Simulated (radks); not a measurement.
The silver ion Ag13+, configuration [Ar] 3d10 4s2 4p4. Method: Dirac Kohn-Sham, PBE, spin-unpolarised, spherical densities, point nucleus; open shells fill j = l - 1/2 first; computed with a radial shooting solver on a logarithmic mesh with Libxc functionals.

Unscreened Slater integrals over Kohn-Sham orbitals (eV). Large and small components are both included. Empty in this configuration: 4d3/2.

integral,value
"F0(4p3/2,4p3/2)",27.910
"F2(4p3/2,4p3/2)",14.789
"F0(4p3/2,4p1/2)",28.202
"G2(4p3/2,4p1/2)",14.899
"F0(4p3/2,4s1/2)",28.627
"G1(4p3/2,4s1/2)",19.550
"F0(4p3/2,3d5/2)",35.650
"F2(4p3/2,3d5/2)",9.3629
"G1(4p3/2,3d5/2)",3.0783
"G3(4p3/2,3d5/2)",3.0355
"F0(4p3/2,4d3/2)",26.996
"F2(4p3/2,4d3/2)",14.044
"G1(4p3/2,4d3/2)",17.793
"G3(4p3/2,4d3/2)",11.255
"F0(4p1/2,4p1/2)",28.508
"F0(4p1/2,4s1/2)",28.950
"G1(4p1/2,4s1/2)",19.839
"F0(4p1/2,3d5/2)",36.299
"G3(4p1/2,3d5/2)",3.1442
"F0(4p1/2,4d3/2)",27.257
"G1(4p1/2,4d3/2)",17.929
"F0(4s1/2,4s1/2)",29.424
"F0(4s1/2,3d5/2)",37.130
"G2(4s1/2,3d5/2)",3.3196
"F0(4s1/2,4d3/2)",27.638
"G2(4s1/2,4d3/2)",13.871
"F0(3d5/2,3d5/2)",72.101
"F2(3d5/2,3d5/2)",36.012
"F4(3d5/2,3d5/2)",22.994
"F0(3d5/2,4d3/2)",34.155
"F2(3d5/2,4d3/2)",8.6709
"G2(3d5/2,4d3/2)",3.4521
"G4(3d5/2,4d3/2)",2.6609
"F0(4d3/2,4d3/2)",26.201
"F2(4d3/2,4d3/2)",13.548
